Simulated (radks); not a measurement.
Question: Br6+, 29 electrons, occupied as [Ar] 3d10 4p1 (not the ground configuration). Method: non-relativistic Kohn-Sham, PBE, spin-polarised, spherical densities, point nucleus; open shells are filled with parallel spins first; computed with a radial shooting solver on a logarithmic mesh with Libxc functionals. Some entries of the table are withheld. Estimate them.

orbital,occ.,eigenvalue (Ry),r(max) (bohr),<1/r> (bohr^-1)
1s up,1,-968.8442,0.02885,34.50
1s down,1,-968.8358,0.02885,34.50
2s up,1,-130.3543,0.1630,7.648
2s down,1,-130.3504,0.1630,7.648
2p up,3,-118.1857,0.1290,7.628
2p down,3,-118.1781,0.1290,7.627
3s up,1,-23.54003,0.4933,(1)
3s down,1,-23.52499,0.4934,(2)
3p up,3,-19.27373,0.4847,(3)
3p down,3,-19.25630,0.4847,(4)
3d up,5,-11.65677,0.4289,2.181
3d down,5,-11.63491,0.4288,2.185
4p up,1,(5),1.427,0.8475
4p down,0,(6),1.419,0.8561

Answer: 
(1) 3s up <1/r> (bohr^-1): 2.531
(2) 3s down <1/r> (bohr^-1): 2.532
(3) 3p up <1/r> (bohr^-1): 2.422
(4) 3p down <1/r> (bohr^-1): 2.423
(5) 4p up eigenvalue (Ry): -5.93093
(6) 4p down eigenvalue (Ry): -5.77187
